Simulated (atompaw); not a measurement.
# osmium (Os) PAW (atompaw): all-electron and pseudo phase curves

| Item | Value |
| --- | --- |
| Element | Os (Z = 76) |
| Generator | atompaw 4.2.0.5 |
| Type | PAW |
| Functional | PBE |
| Relativity | scalar-relativistic |
| Frozen core | [Kr] 4d10 4f14 |
| Valence charge | 16 |
| Reference configuration | 5s2 5p6 5d5 6s0 6p0 (charge +3) |
| Partial waves | 5s (bound): rc 1.45 bohr; 6s (bound, empty): rc 2.20 bohr; 5p (bound): rc 1.55 bohr; 6p (bound, empty): rc 2.20 bohr; 5d (bound): rc 2.20 bohr; 5d channel at -2.2 Ry: rc 2.20 bohr; 5f channel at 0.3 Ry: rc 1.80 bohr |
| Local potential | ultrasoft scheme with l = 4 at 0 Ry, radius 2.15 bohr |
| Core correction | smooth core density matched at 1.60 bohr |
| Augmentation charge | sinc compensation charge, radius 2.10 bohr; PAW radius 2.20 bohr; waves and projectors: custom rrkj vanderbiltortho |

The phase is arctan(r·u′/u) with u = r·R(r), unwrapped; energies in Ry, scanned from -11 to 5 Ry. A pole is an energy at which the radial function vanishes at the test radius. The pseudo phase is shifted by a multiple of π to meet the all-electron one at the reference energy, and phase errors are pseudo minus all-electron; the curves can meet again beyond the range given. Levels narrower than the energy grid can be missing from the lists of poles. n/a: not evaluated, since a narrow level or a reset projector energy made the automatic matching unsafe.

```json
{"channel": "s", "radius (bohr)": "2.21", "reference energy (Ry)": "-2.24", "poles, all-electron": "-8.92, 1.94", "poles, pseudo": "-8.92, 1.11", "unbroken range about the reference energy with phases within 0.05 rad": "below 1.0", "phase error 1 Ry above the reference energy (rad)": "-0.016"}
{"channel": "p", "radius (bohr)": "2.21", "reference energy (Ry)": "-1.62", "poles, all-electron": "-5.76, 4.29", "poles, pseudo": "-5.76, 3.29", "unbroken range about the reference energy with phases within 0.05 rad": "below 3.3", "phase error 1 Ry above the reference energy (rad)": "-0.021"}
{"channel": "d", "radius (bohr)": "2.21", "reference energy (Ry)": "-2.57", "poles, all-electron": "-1.68", "poles, pseudo": "-1.68", "unbroken range about the reference energy with phases within 0.05 rad": "the whole range", "phase error 1 Ry above the reference energy (rad)": "+0.000"}
{"channel": "f", "radius (bohr)": "2.21", "reference energy (Ry)": "0.30", "poles, all-electron": "2.90", "poles, pseudo": "3.15", "unbroken range about the reference energy with phases within 0.05 rad": "n/a", "phase error 1 Ry above the reference energy (rad)": "n/a"}
```

Phases in the d channel:

```
E (Ry)  all-electron  pseudo
-11.00         1.416   1.417
-10.76         1.414   1.415
-10.52         1.412   1.413
-10.28         1.409   1.410
-10.04         1.407   1.407
 -9.80         1.404   1.405
 -9.56         1.401   1.402
 -9.32         1.398   1.399
 -9.08         1.395   1.395
 -8.84         1.391   1.392
 -8.60         1.388   1.388
 -8.36         1.384   1.385
 -8.12         1.380   1.380
 -7.88         1.375   1.376
 -7.64         1.371   1.371
 -7.40         1.365   1.366
 -7.16         1.360   1.360
 -6.92         1.353   1.354
 -6.68         1.347   1.347
 -6.44         1.339   1.340
 -6.20         1.331   1.331
 -5.96         1.321   1.322
 -5.72         1.310   1.311
 -5.48         1.298   1.298
 -5.24         1.284   1.284
 -5.00         1.266   1.266
 -4.76         1.245   1.245
 -4.52         1.218   1.218
 -4.28         1.183   1.184
 -4.04         1.136   1.136
 -3.80         1.066   1.066
 -3.56         0.954   0.954
 -3.32         0.748   0.748
 -3.08         0.310   0.310
 -2.84        -0.453  -0.453
 -2.60        -1.025  -1.025
 -2.36        -1.295  -1.295
 -2.12        -1.435  -1.435
 -1.88        -1.520  -1.520
 -1.64        -1.579  -1.579
 -1.40        -1.624  -1.624
 -1.16        -1.660  -1.660
 -0.92        -1.692  -1.692
 -0.68        -1.721  -1.721
 -0.44        -1.749  -1.749
 -0.20        -1.778  -1.777
  0.04        -1.807  -1.807
  0.28        -1.840  -1.839
  0.52        -1.877  -1.875
  0.76        -1.920  -1.918
  1.00        -1.972  -1.969
  1.24        -2.038  -2.034
  1.48        -2.124  -2.118
  1.72        -2.242  -2.233
  1.96        -2.410  -2.397
  2.20        -2.652  -2.635
  2.44        -2.985  -2.963
  2.68        -3.368  -3.347
  2.92        -3.706  -3.693
  3.16        -3.955  -3.949
  3.40        -4.127  -4.125
  3.64        -4.246  -4.248
  3.88        -4.332  -4.336
  4.12        -4.397  -4.402
  4.36        -4.447  -4.453
  4.60        -4.487  -4.494
  4.84        -4.520  -4.528
```
